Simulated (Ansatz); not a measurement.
`CC(C)=C=C=C=C=C=C=C=C=C=C(C)C`. Charge 0, multiplicity 1. Geometry PBE0-D4/def2-SVP, basis def2-TZVP, Ansatz.

Cartesian coordinates in Å:
```
C -0.5753 -2.9836 -6.7027
C 0.5054 -3.0734 -5.6657
C 1.7082 -3.9066 -5.9977
C 0.4016 -2.4414 -4.5016
C 0.3025 -1.8345 -3.3827
C 0.2017 -1.2204 -2.2509
C 0.1012 -0.6110 -1.1272
C 0.0007 0.0008 -0.0004
C -0.0994 0.6117 1.1270
C -0.1999 1.2213 2.2506
C -0.3014 1.8352 3.3824
C -0.4012 2.4425 4.5011
C -0.5056 3.0736 5.6656
C -1.1391 2.4163 6.8564
C 0.0050 4.4731 5.8443
H -0.1705 -2.5687 -7.6418
H -1.4123 -2.3555 -6.3730
H -0.9610 -3.9899 -6.9404
H 1.4062 -4.9470 -6.2083
H 2.1956 -3.5264 -6.9120
H 2.4438 -3.9121 -5.1838
H -1.4833 1.3991 6.6317
H -0.4219 2.3698 7.6939
H -1.9996 3.0111 7.2081
H 0.4502 4.8707 4.9238
H -0.8149 5.1419 6.1579
H 0.7635 4.5035 6.6454
```

```tsv
run	HOMO (eV)	LUMO (eV)
A	-5.69	-2.69
B	-4.95	-3.21
C	-5.32	-2.97
D	-5.04	-3.16
```

The runs used PBE, PBE0, r2SCAN, r2SCANh. Estimate which is which.

A PBE0 (25 % exact exchange); B PBE (0 % exact exchange); C r2SCANh (10 % exact exchange); D r2SCAN (0 % exact exchange). Exact exchange lowers occupied and raises empty levels; among semilocal functionals meta-GGAs tend to open the gap a little, and such runs are hard to tell apart. The gap grows from 1.74 eV (PBE) to 3.00 eV (PBE0).
